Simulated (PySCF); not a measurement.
Job file and geometry (Å, from PBE0-D3(BJ)/def2-SVP) of an NMR shielding run on `C[Si](C)(Cl)[Si](C)(C)Cl`, C$_{4}$H$_{12}$Cl$_{2}$Si$_{2}$, GIAO PBE0/pcSseg-1 NMR shielding, non-relativistic, gas phase in PySCF 2.14.0, density-fitted response routines; density fitting, a coarse starting grid and PySCF grid level 2 are the driver's defaults:

```
{"job": {"kind": "nmr", "xc": "PBE0", "basis": "pcSseg-1"}, "charge": 0, "multiplicity": 1}
C      1.817946     1.417265    -0.437887
Si     1.169316    -0.327698    -0.209024
C      2.008481    -1.190844     1.221682
Cl     1.599603    -1.399728    -1.961773
Si    -1.167048    -0.427956    -0.042951
C     -1.957931    -0.215624    -1.724536
C     -1.871575     0.766717     1.218457
Cl    -1.588932    -2.371524     0.629257
H      1.348525     1.910572    -1.302116
H      2.907133     1.403370    -0.601542
H      1.612712     2.020693     0.461328
H      1.619771    -2.214429     1.327037
H      3.098091    -1.238046     1.070595
H      1.809463    -0.649452     2.160854
H     -1.793752     0.808876    -2.096127
H     -3.041932    -0.402418    -1.679682
H     -1.505571    -0.916708    -2.441480
H     -1.423316     0.608971     2.210917
H     -1.677344     1.806840     0.910188
H     -2.960767     0.631271     1.309696
```

Question: What does the program print?

Answer: 
```
coarse grid: 18280 points
cycle   1  E = -1658.2355923205  dE =  3.464e-01  |g| = 6.138e-01  |ddm| = 3.916e+00
cycle   2  E = -1658.2183371130  dE =  1.726e-02  |g| = 6.742e-01  |ddm| = 1.196e+00
cycle   3  E = -1658.3333186614  dE = -1.150e-01  |g| = 3.920e-02  |ddm| = 6.471e-01
cycle   4  E = -1658.3337082206  dE = -3.896e-04  |g| = 1.800e-02  |ddm| = 8.281e-02
cycle   5  E = -1658.3337978111  dE = -8.959e-05  |g| = 2.590e-03  |ddm| = 2.707e-02
cycle   6  E = -1658.3337989736  dE = -1.163e-06  |g| = 1.625e-03  |ddm| = 5.066e-03
final grid: 156640 points
cycle   7  E = -1658.3771082330  dE = -3.589e-05  |g| = 9.933e-03  |ddm| = 2.407e-02
cycle   8  E = -1658.3770991300  dE =  9.103e-06  |g| = 1.136e-02  |ddm| = 1.781e-02
cycle   9  E = -1658.3771323496  dE = -3.322e-05  |g| = 7.758e-04  |ddm| = 9.970e-03
cycle  10  E = -1658.3771324432  dE = -9.365e-08  |g| = 2.018e-04  |ddm| = 1.247e-03
cycle  11  E = -1658.3771324538  dE = -1.057e-08  |g| = 4.489e-05  |ddm| = 3.301e-04
cycle  12  E = -1658.3771324542  dE = -4.502e-10  |g| = 1.326e-05  |ddm| = 6.604e-05
converged SCF energy = -1658.3771324542

GIAO shielding tensors (ppm)
atom      isotropic    diamagn.    paramagn.     s11        s22        s33       span
  0 C      181.699     256.420     -74.721    170.948    183.899    190.250     19.301
  1 Si     322.140     880.745    -558.605    283.144    323.321    359.955     76.811
  2 C      182.669     255.747     -73.078    172.953    184.059    190.995     18.043
  3 Cl     961.260    1150.293    -189.033    913.263    968.810   1001.708     88.445
  4 Si     321.793     880.709    -558.916    283.508    321.672    360.198     76.690
  5 C      182.547     255.846     -73.299    172.709    183.713    191.218     18.509
  6 C      181.771     256.377     -74.606    170.750    184.045    190.519     19.768
  7 Cl     962.423    1150.218    -187.795    915.180    967.297   1004.791     89.611
  8 H       30.872      32.087      -1.214     26.626     29.136     36.855     10.230
  9 H       30.574      29.258       1.317     26.194     28.057     37.472     11.278
 10 H       31.276      32.390      -1.114     26.895     28.902     38.031     11.137
 11 H       30.289      30.962      -0.673     25.397     29.587     35.884     10.487
 12 H       30.672      28.873       1.799     26.232     28.046     37.737     11.505
 13 H       31.229      31.837      -0.608     26.971     28.640     38.075     11.104
 14 H       31.250      31.890      -0.640     27.016     28.636     38.097     11.081
 15 H       30.688      28.884       1.804     26.223     28.061     37.781     11.558
 16 H       30.217      31.098      -0.880     25.199     29.766     35.687     10.488
 17 H       30.865      32.013      -1.147     26.668     29.072     36.857     10.189
 18 H       31.283      32.409      -1.125     26.855     28.955     38.040     11.185
 19 H       30.567      29.208       1.359     26.170     28.062     37.469     11.298
```

Question: Turn these shieldings into chemical shifts. δ = σ(ref) − σ, references computed at the same level: 13C (σ = 184.41 ppm) and 29Si (σ = 351.99 ppm) and 1H (σ = 31.27 ppm) vs TMS; HCl for 35Cl (σ = 943.27 ppm).

Answer: Averaging equivalent atoms: C 0/2/5/6: 2.2; Si 1/4: 30.0; Cl 3/7: -19; H 8/9/10/11/12/13/14/15/16/17/18/19: 0.45 ppm. 

Size and cost of the density-fitted run: 224 basis functions, 58 s wall time on 1 thread of an Arm Neoverse V1, shared host.
